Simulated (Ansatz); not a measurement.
Stretching the Al1–F3 bond in AlF2H (SMILES [F][AlH][F]) (multiplicity 1 held, fragments rigid). Energies count from the point at 1.644 Å.
Geometry at that point (charge 0, multiplicity 1):
```xyz
4

Al    -0.2974    -0.2000    -0.2345
H     -1.3759    -0.9255    -1.0852
F     -0.2200     1.4416    -0.1846
F      0.8024    -1.0499     0.6440
```

R- and RO- levels are restricted; in cc, def2 and unpolarised 6-31G sets they are followed outwards from rest. U- levels take the lowest unrestricted solution at each point, which mixes spins at long bonds. Active spaces are followed from a long bond inwards. Levels need not reach the same state.

Frozen-core correlation.

Run with Ansatz (Gaussian basis) for Hartree–Fock, density functionals and correlated methods. Values without a source in brackets are computed.

Task: One of these levels gives 153.53 kcal/mol for the energy at R = 5.262 Å. Name it.
(A) R-HF/cc-pV(D+d)Z
(B) CASSCF(6,4)/cc-pV(D+d)Z
(C) U-MP2/cc-pV(D+d)Z

Result: C, U-MP2/cc-pV(D+d)Z. The others give 226.00 (R-HF/cc-pV(D+d)Z), 126.88 (CASSCF(6,4)/cc-pV(D+d)Z)

Doubts at one or more of the structures used: a restricted determinant that unrestricted orbitals would lower (R-HF/cc-pV(D+d)Z); a spin-contaminated determinant (U-MP2/cc-pV(D+d)Z); active orbitals that take no part (CASSCF(6,4)/cc-pV(D+d)Z).

Ansatz is a quantum-chemistry and plane-wave program.
